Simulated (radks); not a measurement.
Species: Pm XXXVI. Configuration: [Ar] 3d8. Method: Dirac Kohn-Sham, PBE, spin-unpolarised, spherical densities, point nucleus; open shells are shared between the two j in proportion to 2j + 1; computed with a radial shooting solver on a logarithmic mesh with Libxc functionals.

Radial electron density D(r) = 4 pi r^2 rho(r):

```
   r/bohr * D(r) (the largest magnitude, 103, reaches the edge; | marks zero)
 0.002731 |        *
 0.003079 |          *
 0.003472 |            *
 0.003914 |              *
 0.004413 |                *
 0.004976 |                   *
  0.00561 |                      *
 0.006326 |                         *
 0.007132 |                            *
 0.008042 |                               *
 0.009067 |                                  *
  0.01022 |                                     *
  0.01153 |                                        *
    0.013 |                                         *
  0.01465 |                                           *
  0.01652 |                                           *
  0.01863 |                                          *
    0.021 |                                         *
  0.02368 |                                        *
   0.0267 |                                      *
   0.0301 |                                     *
  0.03394 |                                     *
  0.03796 |                                       *
   0.0428 |                                         *
  0.04826 |                                             *
  0.05441 |                                                 *
  0.06135 |                                                    *
  0.06917 |                                                      *
  0.07799 |                                                     *
  0.08794 |                                                  *
  0.09915 |                                             *
   0.1118 |                                        *
    0.126 |                                    *
   0.1421 |                                   *
   0.1602 |                                     *
   0.1807 |                                       *
   0.2037 |                                        *
   0.2297 |                                       *
    0.259 |                                  *
    0.292 |                          *
   0.3292 |                 *
   0.3712 |          *
   0.4185 |     *
   0.4718 | *
    0.532 |*
   0.5998 *
   0.6763 *
   0.7625 *
   0.8597 *
   0.9694 *
```

D(r) has 3 maxima, at r = 0.0161, 0.0709, 0.205 bohr, and minima at 0.0316, 0.140 bohr, inside which lie 2.03, 11.28 electrons.
